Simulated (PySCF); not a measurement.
**SnF and its ions**

PBE0; Sn x2c-SVPall, F x2c-SVPall; spin-free X2C with a Gaussian nucleus (PySCF 2.14). Neutral (UKS): doublet (π ↑), Re = 1.959 Å, ωe = 613 cm⁻¹, De = 4.69 eV, HOMO -4.74 eV, LUMO -2.89 eV.

SnF⁺ (UKS): singlet (closed shell), Re = 1.900 Å, ωe = 705 cm⁻¹, De = 4.94 eV to Sn⁺ + F. The energies at the minima are -6275.26324 hartree for SnF and -6275.00316 for SnF⁺.

(1) Work out the adiabatic ionisation energy, without and with harmonic zero-point energies (1 hartree = 27.2114 eV, 1 eV = 8065.5 cm⁻¹), and the change of the bond length.

These are scalar-relativistic numbers at best; spin–orbit coupling would shift them, the dissociation energy most. For an ion De counts to the pair picked by the measured ionisation energies or electron affinities, which need not be the lowest pair at this level. States were picked by a PBE0 search and need not be the measured ground states.

## Answers

(1) At PBE0: 0.26008 hartree = 7.077 eV between the minima; the zero-point term (705.0 − 613.0)/2 cm⁻¹ = +0.006 eV makes it 7.083 eV. Re changes by -5.9 pm against the neutral. The electron leaves a π orbital, and the shorter bond of the ion fits an antibonding orbital, or a change in how ionic the bond is.
